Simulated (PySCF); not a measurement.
How methods differ on the ionisation energy of In

In [Kr] 4d10 5s2 5p1 (2P) → In⁺ [Kr] 4d10 5s2 (1S), as a difference of total energies. Calculation: PySCF 2.14, in aug-cc-pVTZ-DK3 (8s7p5d2f, 68 functions); the spin-free X2C one-electron Hamiltonian (Gaussian nucleus). Correlated levels: valence: [Kr] 4d10 frozen. The calculations carry no spin-orbit coupling.

| method | ionisation energy (eV) | plus first-order spin-orbit estimate | error of that sum (eV) |
| --- | --- | --- | --- |
| UHF | 5.214 | 5.375 | -0.411 |
| LDA | 5.717 | 5.878 | +0.092 |
| PBE | 5.588 | 5.749 | -0.037 |
| PBE0 | 5.619 | 5.780 | -0.006 |
| r2SCAN | 5.709 | 5.870 | +0.084 |
| TPSS | 5.553 | 5.714 | -0.072 |
| B2PLYP | 5.504 | 5.665 | -0.121 |
| BLYP | 5.486 | 5.647 | -0.139 |
| wB97X | 5.514 | 5.675 | -0.111 |
| MP2 (valence) | 5.401 | 5.562 | -0.224 |
| SCS-MP2 (valence) | 5.385 | 5.546 | -0.240 |

Reference: 5.786 eV (measured; NIST Atomic Spectra Database, ionization energies).

A first-order spin-orbit estimate (lowest level to lowest level, LS coupling) adds 0.161 eV.

Errors of the correlated levels include the incompleteness of this basis and the frozen core.
